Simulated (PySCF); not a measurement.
**NMR data sheet: C$_{6}$H$_{9}$ClSi**

```
Formula                               : C6H9ClSi
SMILES                                : C#CC/C(Cl)=C(/C)[SiH3]
Point group of the computed structure : C1
Degrees of unsaturation               : 3
Carbon signals                        : 6
Proton signals                        : 4
```

Mapped SMILES: `[CH:1]#[C:2][CH2:3]/[C:4]([Cl:5])=[C:6](/[CH3:7])[SiH3:8]` (H(Xn): hydrogen on atom n).

Equivalent nuclei averaged, relativity neglected, a single conformation, gas phase. Structure optimised with GFN2-xTB; shieldings: GIAO PBE0/pcSseg-1; PySCF 2.14.0 with density-fitted response routines.

δ = σ(ref) − σ, references computed at the same level: TMS for ¹H and ¹³C and ²⁹Si.

| carbon | δC, type | δH (multiplicity) | HMBC from (2–3 bonds) | span of the C tensor (ppm) |
| --- | --- | --- | --- | --- |
| C1 | 77.6, CH | 1.55 (t) | H(C3) | 216 |
| C2 | 84.1, C | – | H(C3), H(C1) | 292 |
| C3 | 33.6, CH2 | 3.23 (d) | H(C1) | 35 |
| C4 | 149.2, C | – | H(Si8), H(C3), H(C7) | 159 |
| C6 | 131.2, C | – | H(Si8), H(C3), H(C7) | 201 |
| C7 | 26.1, CH3 | 2.18 (s) | H(Si8) | 30 |

Other nuclei:
```
 atoms  nucleus                        environment  δ (ppm)  σ (ppm)
H(Si8)       ¹H  hydrogen on a silicon bonded to C     4.27    27.44
   Si8     ²⁹Si           silicon bonded to C, 3 H    -76.4    425.5
```

1. Carbon types of the structure: 3 × C, 1 × CH, 1 × CH2, 1 × CH3, leaving 3 H on heteroatoms.
2. δC 149.2, 131.2: fully substituted alkene carbon; as expected for a trigonal carbon in a double bond.
3. δC 84.1: alkyne carbon; the triple bond shields along its axis, which puts it between sp3 and sp2 carbons.
4. δC 77.6: terminal alkyne carbon; sp carbons lie upfield of alkene carbons because the cylindrical π system leaves one tensor component strongly shielded.
5. δC 33.6: allylic sp3 CH2; aliphatic region, no heteroatom directly attached.
6. δH 2.18: hydrogen on an allylic methyl carbon; allylic position.

Carbons that carry Cl, above all several Cl atoms, come out too deshielded, partly because spin–orbit coupling is missing. Shifts are as computed. Against solution values, carbons near 30 ppm lie about +3 ppm off and those near 130 ppm about +5 ppm; carbons on Cl a further +6 ppm. Of 1211 compounds with measured shifts, 218 miss one by over three times the rms of a fit or turn the order of signals round; such compounds aren't used in these exercises. Multiplicities follow the n + 1 count of equivalent neighbours, as no J values were calculated; m marks all less simple cases, F and P coupling included.
